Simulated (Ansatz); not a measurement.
Species: sum formula BNH4 (charge +1, doublet). 
Coordinates optimised at B3LYP-D3(BJ)/def2-TZVP (Ansatz, a quantum-chemistry and plane-wave program):
```xyz
6

B     -0.8013     0.0372    -0.0132
N      0.6302    -0.0292     0.0104
H     -1.4449    -0.8068     0.5499
H     -1.3451     0.9362    -0.5960
H      1.2099     0.5396     0.6352
H      1.1751    -0.6502    -0.5957
```
Charge +1, spin multiplicity 2.

Basis-set convergence of Hartree-Fock and CCSD correlation energies (hartree) with Ansatz. Valence correlation only, unless marked. Open shells are spin-unrestricted. Spin-orbit coupling is left out. No relativistic terms.

```tsv
basis	functions	E(HF)	E(corr, CCSD)
aug-cc-pVDZ	82	-81.16593	-0.25950
aug-cc-pVTZ	184	___	___
```

Q: Complete the blanks.

A: 
- aug-cc-pVTZ, E(HF): -81.18789
- aug-cc-pVTZ, E(corr, CCSD): -0.30619
